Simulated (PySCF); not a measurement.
**[Dy(NH2)2]+: from a saddle point downhill**

PySCF 2.14.0, RKS PBE0, Dy lcecp-1-SVP with ECP55, N def2-SVP, H def2-SVP; non-relativistic Hamiltonian with scalar-relativistic core potentials where named; density fitting; no spin-orbit coupling. Relaxed within the symmetry of its start, the geometry (C2v) is

```xyz
7

Dy    0.0000    0.0000   -0.2001
N     1.7359    0.0000    0.9653
H     2.1540   -0.8098    1.4311
H     2.1540    0.8098    1.4311
N    -1.7359    0.0000    0.9653
H    -2.1540    0.8098    1.4311
H    -2.1540   -0.8098    1.4311
```

and its lowest harmonic modes are -384, -384, 148, 363, 389, 547 cm⁻¹ (negative: unstable). It was moved along the lowest mode and relaxed again, within the group Cs that the move left.

(1) Where does it end, and how much lower?

(2) How do the contacts change?

(3) Is the end a minimum?

An lcecp potential fixes the number of 4f electrons, so in runs with it no electron can move into or out of that shell.

State: singlet in the valence, with the 4f electrons in the core potential.

Results:

(1) In C2v, 0.500 eV lower, after 17 steps:
```xyz
7

Dy    0.0000   -0.7961    0.0311
N     1.6467   -0.0338    1.0284
H     2.6434   -0.1615    0.8400
H     1.5898    0.5824    1.8436
N    -1.6467   -0.0338    1.0284
H    -1.5898    0.5824    1.8436
H    -2.6434   -0.1615    0.8400
```

(2) 
```
     contact  saddle (Å)  end (Å)
Dy1–N2 (NH2)       2.091    2.071
Dy1–N5 (NH2)       2.091    2.071
```


(3) Yes; lowest modes 136, 229, 263, 374, 455, 609 cm⁻¹.
